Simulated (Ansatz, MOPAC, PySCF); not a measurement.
Donor–acceptor adduct: AlH3 (SMILES [AlH3]) (first 4 atoms) with CHN (SMILES C#N); geometry from B3LYP-D3(BJ)/def2-TZVP, rigid monomers moved along the line of their centres of mass till Al1···N6 is 2.37 Å.
(charge 0, multiplicity 1):
```json
[
 {"atom": "Al", "x (Å)": "-0.1616", "y (Å)": "0.3641", "z (Å)": "0.2628"},
 {"atom": "H", "x (Å)": "1.2536", "y (Å)": "0.8243", "z (Å)": "-0.2996"},
 {"atom": "H", "x (Å)": "-1.2365", "y (Å)": "1.4889", "z (Å)": "0.5949"},
 {"atom": "H", "x (Å)": "-0.6908", "y (Å)": "-1.0821", "z (Å)": "-0.1362"},
 {"atom": "C", "x (Å)": "0.8286", "y (Å)": "-0.3567", "z (Å)": "3.5550"},
 {"atom": "N", "x (Å)": "0.5068", "y (Å)": "-0.1242", "z (Å)": "2.4862"},
 {"atom": "H", "x (Å)": "1.1301", "y (Å)": "-0.5741", "z (Å)": "4.5560"}
]
```

Counterpoise-corrected where a basis set is named; no monomer relaxation. Rows marked so take none.

Frozen-core correlation. CBS(a, b) extrapolates the correlation energy as X⁻³ and adds the Hartree–Fock energy of set b. Rows in 3-21G, 6-31G* carry no dispersion term and start afresh at each structure (6-31G* with six Cartesian d functions). MP2/6-31G* freezes PySCF's default core. The state that PM7 reach isn't checked; PM7 holds dispersion and hydrogen-bond terms.

Programs: Ansatz (Gaussian basis) for Hartree–Fock, density functionals and correlated methods; MOPAC for PM7 (differences of heats of formation); PySCF for 3-21G rows, 6-31G* rows, the dispersion terms. 

| level | interaction energy (meV) |
|---|---|
| PM7 | -575.6 |
| HF/3-21G (no counterpoise) | -1023.3 |
| PBE-D4/def2-TZVPPD | -800.6 |
| B3LYP/6-31G* | -684.6 |
| M06-2X/6-31G* (no counterpoise) | -856.5 |
| MP2/6-31G* (no counterpoise) | … |
| MP2/aug-cc-pV(T+d)Z | -805.4 |
| SCS-MP2/aug-cc-pV(T+d)Z | … |
| CCSD(T)/CBS(aug-cc-pV(D+d)Z, aug-cc-pV(T+d)Z) | -786.5 |

### Question
Fill in the missing entries.

### Answer

- MP2/6-31G* (no counterpoise), interaction energy (meV): -836.7
- SCS-MP2/aug-cc-pV(T+d)Z, interaction energy (meV): -770.3

Ansatz is a program for electronic structure.
